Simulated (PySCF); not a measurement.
H2FNSe (SMILES N[Se]F), singlet, at a GFN2-xTB geometry. Base run: PySCF with PBE0/cc-pVDZ.

PySCF was given this input:
```python
from pyscf import gto, scf, dft, solvent

mol = gto.Mole()
mol.atom = '''
    Se    0.05217282   -0.03863285    0.42023329
    F     0.15551170    1.45928843   -0.70013308
    N    -0.33136886   -1.28879333   -0.76628674
    H     0.39303948   -1.54177508   -1.42626823
    H    -1.24693869   -1.25675054   -1.19645873
'''
mol.basis = 'cc-pvdz'
mol.verbose = 3
mol.build()

mf = dft.RKS(mol)
mf.xc = 'pbe0'
mf.kernel()
```

Each row names what was changed in the base input (with any setting that the change needs).

```tsv
change	ΔE vs base (kcal/mol)	dipole (D)	HOMO-LUMO gap (eV)
base	0.000	2.62	5.32
model = IEF-PCM; solvent = chloroform	-4.81	3.14	5.32
model = IEF-PCM; solvent = water	-6.65	3.33	5.33
model = IEF-PCM; solvent = acetonitrile; vdw_scale = 1.0	-11.77	3.60	5.36
model = COSMO; solvent = acetonitrile	-6.46	3.31	5.33
model = C-PCM; solvent = acetonitrile	-6.57	3.32	5.33
model = IEF-PCM; solvent = acetonitrile; lebedev_order = 11	-6.33	3.31	5.33
model = IEF-PCM; solvent = acetonitrile; lebedev_order = 41	-6.51	3.32	5.33
model = IEF-PCM; solvent = methanol	-6.47	3.32	5.33
model = ddCOSMO; solvent = acetonitrile	-4.82	3.19	5.33
model = IEF-PCM; solvent = acetonitrile; vdw_scale = 1.1	-8.61	3.45	5.34
model = IEF-PCM; solvent = acetonitrile	-6.50	3.32	5.33
```

The base is the gas phase, so ΔE is the electrostatic part of solvation at a fixed geometry, without cavity and dispersion terms.
